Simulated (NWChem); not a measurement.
Molecule: CH₄ClFSi; SMILES C[Si@@H](F)Cl

Computed with NWChem. Structure relaxed at the PBE-D3(BJ)/def2-SVP level.

Problem. Predict the results for PBE/def2-SVP. Quantities: highest occupied level (eV); orbital gap (eV); dipole (D).

Solution. 
| Quantity | Result |
|---|---|
| highest occupied level (eV) | -7.41 |
| orbital gap (eV) | 7.56 |
| dipole (D) | 2.10 |
